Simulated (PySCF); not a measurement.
Input of a response calculation (the driver script's job line, then coordinates in Å):

```
{"job": {"kind": "uv", "xc": "CAM-B3LYP", "basis": "def2-SVPD", "nstates": 8, "ntriplets": 3}, "charge": 0, "multiplicity": 1}
C     -1.556587     0.279930     0.277831
C     -0.881179    -0.383351    -0.903900
Se     0.560123    -1.637700    -0.372095
Si     2.018917    -0.173220     0.558193
Br     2.124664     1.694207    -0.642216
H     -1.923734    -0.463368     0.983357
H     -0.872992     0.949250     0.798155
H     -2.402806     0.867594    -0.073378
H     -0.438248     0.350499    -1.580477
H     -1.582243    -1.004403    -1.462779
H      3.340675    -0.767334     0.511126
H      1.614608     0.287211     1.880157
```

Its output, with some lines taken out ([cut]):

```
coarse grid: 48744 points
cycle   1  E = -5345.1144558580  dE = -1.642e+00  |g| = 3.381e-01  |ddm| = 4.311e+00
cycle   2  E = -5345.1293342240  dE = -1.488e-02  |g| = 2.465e-01  |ddm| = 9.881e-01
cycle   3  E = -5345.1481935826  dE = -1.886e-02  |g| = 4.897e-02  |ddm| = 4.558e-01
cycle   4  E = -5345.1487406578  dE = -5.471e-04  |g| = 1.105e-02  |ddm| = 7.791e-02
cycle   5  E = -5345.1487675853  dE = -2.693e-05  |g| = 2.867e-03  |ddm| = 2.447e-02
cycle   6  E = -5345.1487698229  dE = -2.238e-06  |g| = 7.044e-04  |ddm| = 6.199e-03
final grid: 98096 points
cycle   7  E = -5345.1487461278  dE = -1.476e-07  |g| = 6.793e-04  |ddm| = 3.581e-03
cycle   8  E = -5345.1487461297  dE = -1.875e-09  |g| = 6.906e-04  |ddm| = 1.912e-03
cycle   9  E = -5345.1487462526  dE = -1.229e-07  |g| = 5.070e-05  |ddm| = 9.263e-04
cycle  10  E = -5345.1487462535  dE = -9.368e-10  |g| = 2.278e-05  |ddm| = 1.022e-04
converged SCF energy = -5345.1487462535

Static polarisability (au): isotropic 100.311, principal 85.617 102.267 113.048

Singlet excitations
state   eV       nm        f      main configurations
  1   4.7059    263.5   0.00657   H->L 0.87
  2   5.6649    218.9   0.01998   H->L+1 0.91
  3   6.2701    197.7   0.00489   H-1->L 0.46, H->L+2 0.17, H->L+3 0.17
[cut]
  5   6.5186    190.2   0.01287   H->L+2 0.43, H->L+3 0.32, H-2->L 0.10
[cut]
  7   6.9787    177.7   0.01787   H->L+4 0.61, H->L+7 0.08
[cut]

Triplet excitations (Tamm-Dancoff, eV): 4.3402 5.1668 5.7417
```

Theory: TDDFT CAM-B3LYP/def2-SVPD, vertical, gas phase, core orbitals frozen in the response in PySCF 2.14.0, density-fitted response routines. One conformer (not necessarily the lowest) at the GFN2-xTB geometry, without solvent, vibrations or thermal averaging. The CAM-B3LYP/def2-SVPD calculation is non-relativistic and has no spin–orbit coupling, an omission that weighs most on bromine and selenium.

Q: What stood in the cut lines?

A: 
```
  4   6.4048    193.6   0.06568   H-1->L 0.41, H->L+2 0.27, H->L+3 0.10
  6   6.6024    187.8   0.01697   H-2->L 0.76
  8   7.0524    175.8   0.00999   H->L+5 0.50, H->L+6 0.11
```

Q: Give the energy of state 7 in hartree, cm⁻¹ and kJ/mol.

A: 0.25646 hartree, 56287 cm⁻¹, 673.3 kJ/mol.

Q: What is the total energy of state 7 at this geometry?

A: -5345.14875 + 0.25646 = -5344.89229 hartree.

Q: Which orbital energies lie behind H and L?

A: HOMO -8.09 eV and LUMO 0.07 eV, a gap of 8.16 eV; state 1 differs from that by -3.46 eV.

Q: Which species is it?

A: `CC[Se][SiH2]Br` (C2H7BrSeSi), point group C1.

The SCF starts on a coarse grid; the energy jumps when the final grid takes over, and dE counts afresh there. H and L stand for HOMO and LUMO.

Conformer computed: `[CH3:1][CH2:2][Se:3][SiH2:4][Br:5]`: C1–C2–Se3–Si4 -65°, C2–Se3–Si4–Br5 -41°.
